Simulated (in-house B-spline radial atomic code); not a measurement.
Results of a calculation; reference values are marked as such.
## Correlation energy from the adiabatic connection: ω²r²/2 − Z/r, ω = 3.76, Z = 1.5

Two electrons in a singlet, external potential ω²r²/2 − Z/r, ω = 3.76, Z = 1.5 (atomic units). Full CI in B-splines (partial waves to l = 8, correlation up to 0.6 % small) with the density held fixed gives W(λ) = <V_ee>_λ − U, and E_c is the integral of W(λ) − W(0) from 0 to 1.

| λ | W(λ) − W(0) (hartree) |
| --- | --- |
| 0 | 0.00000 |
| 0.02 | -0.00187 |
| 0.05 | -0.00466 |
| 0.12 | -0.01108 |
| 0.25 | -0.02270 |
| 0.4 | -0.03564 |
| 0.6 | -0.05216 |
| 0.8 | -0.06787 |
| 1 | -0.08284 |

Q: Integrate the table by the trapezoid rule.

A: The strips give -0.00002, -0.00010, -0.00055, -0.00220, -0.00438, -0.00878, -0.01200, -0.01507, which sum to -0.04309 hartree. The direct value, W(1) − W(0) + T_c with T_c = 0.03970, is -0.04314; the curve is convex, so chords lie above it and the trapezoids fall short in size by 0.12 %.

Q: Now use only three numbers: W(0) = -1.7908, the initial slope W'(0) = -0.09377 (extrapolated from the first points) and the strong-coupling limit of the point-charge-plus-continuum model, W∞ = -2.4763. What do second-order theory and the interpolation W(λ) = W∞ + (W(0) − W∞)/√(1 + 2χλ) of Seidl, Perdew and Levy give?

A: Second order keeps the slope alone: E_c = W'(0)/2 = -0.04689, +9 % in size against -0.04314. Matching the slope fixes χ = W'(0)/(W∞ − W(0)) = -0.09377/(-0.68550) = 0.13679. Integrating, with s = √(1 + 2χ) = 1.128531, E_c = −(W(0) − W∞)(s − 1)/(s + 1) = −0.68550 × 0.128531/2.128531 = -0.04139 hartree, -4.1 % in size against the full result. At λ = 1 the formula gives W − W(0) = -0.07807 against -0.08284. Part of the miss can come from the model's W∞.
